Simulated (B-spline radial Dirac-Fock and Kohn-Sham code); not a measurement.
The computed values come from a radial finite-basis atomic code: relaxed Dirac-Fock hole states (ΔSCF) with Breit and QED corrections and a finite nucleus. Electron correlation is not included.

Question: An atom or ion in its tabulated ground configuration has these computed binding energies (the last is its least bound level). Which is it?

```tsv
level	binding energy (eV)
K	30612.3
L2	4503.6
M1	1067.2
M2	935.1
M3	888.1
N1	274.3
N4,5	141.3
```

Answer: Sb⁷⁺: Z = 51 with 44 electrons, [Kr] 4d8. The hydrogen-like estimate √(E/Ry) = 47.4 for the K level lies 3.6 below Z (screening lowers it, relativity raises it); the outermost level, at 141.3 eV, fixes the charge.
